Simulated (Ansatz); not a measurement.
Reaction (adduct formation): H₂O + `[F][Al]([F])[F]` → `[OH2+][Al-]([F])([F])[F]`

Calculated with Ansatz (gas phase, PBE0-D4/def2-TZVP geometries, no zero-point term in ΔE). CCSD(T)/CBS adds triple-zeta CCSD(T) − MP2 to the extrapolated MP2 energy (def2 sets, frozen cores). This one scheme is used for every species. Functionals use def2-TZVPP. Each species was taken in one conformer, which may not be the lowest.

H₂O:

```xyz
3

O     0.173    0.330   -0.112
H     0.587   -0.521    0.045
H    -0.760    0.191    0.068
```

`[F][Al]([F])[F]`:

Z-matrix (Å, degrees):
```
Al
F 1 1.629
F 1 1.629 2 120.0
F 1 1.629 2 120.0 3 -180.0
```

`[OH2+][Al-]([F])([F])[F]`:

```xyz
7

O    -0.184   -1.090   -0.200
Al   -0.006    0.765    0.328
F    -0.601    1.408   -1.076
F    -0.930    0.922    1.679
F     1.636    0.735    0.534
H    -0.575   -1.184   -1.077
H     0.661   -1.556   -0.189
```

```
          level  ΔE (kJ/mol)
         B2PLYP       -127.7
CCSD/def2-TZVPP       -131.1
```

Q: What does CCSD(T)/CBS give? (Estimate.)

A: Ansatz gave: -131.2 kJ/mol. The listed levels differ from it by 3.5, 0.1 kJ/mol.

Largest T1 diagnostic among the species: 0.013.

At CCSD(T), def2-SVP lies −25.4 kJ/mol from the extrapolated value and def2-TZVPP −0.2 kJ/mol. Leaving LDA and LC-ωPBE aside and taking each functional with its dispersion term where it has one, the values, not all of them listed here, spread over 24.6 kJ/mol, from r2SCAN0-D4 to revPBE-D4. LDA lies −34.1 kJ/mol from PBE without D4. From PBE to PBE0 (25 % exact exchange), in def2-TZVPP and without D4, ΔE moves by −8.2 kJ/mol.
